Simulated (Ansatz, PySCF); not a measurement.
Reaction (SMILES): CCCCl + 3 [H][H] (H2) -> 3 C (CH4) + Cl (HCl)
Each molecule is optimised on its own at B3LYP-D3(BJ)/def2-TZVP (Ansatz, a first-principles code), one conformer each, not searched for the lowest.
Geometry of the first species:
SMILES: C(C)CCl
```xyz
11

C      0.8999    -0.6398     0.0082
C      2.3773    -0.2490     0.0173
C      0.0078     0.5856    -0.0017
H      0.6640    -1.2462     0.8852
H      0.6762    -1.2516    -0.8683
H      3.0115    -1.1363     0.0244
Cl    -1.7445     0.1396    -0.0126
H      2.6384     0.3393    -0.8652
H      2.6261     0.3447     0.8998
H      0.1587     1.2011     0.8831
H      0.1710     1.1957    -0.8881
```
Charge 0, spin multiplicity 1.

Wanted: energy of full hydrogenation (0 K, with B3LYP-D3(BJ) harmonic zero-point energies from PySCF), in kcal/mol. Cores are frozen in the correlated levels unless marked. Spin-orbit coupling is left out. Non-relativistic. CBS marks a two-point X^-3 extrapolation of the correlation energy; Hartree-Fock from the larger set. [CCSD(T)-MP2]/basis is that difference in the basis named.

RI-MP2/CBS(cc-pV(T+d)Z,cc-pV(Q+d)Z)+[CCSD(T)-MP2]/cc-pV(T+d)Z (Ansatz) gives -42.8 kcal/mol.

Question: Another calculation gave -44.0 kcal/mol. Which level was it?
A) HF/def2-TZVPD (PySCF)
B) B2GP-PLYP/def2-TZVPD (Ansatz)
C) SVWN5/def2-TZVPD (Ansatz)
D) B3LYP/def2-TZVPD (Ansatz)

Answer: B, B2GP-PLYP/def2-TZVPD (Ansatz). The others give -47.7 (B3LYP), -53.0 (HF), -39.7 (SVWN5) kcal/mol.
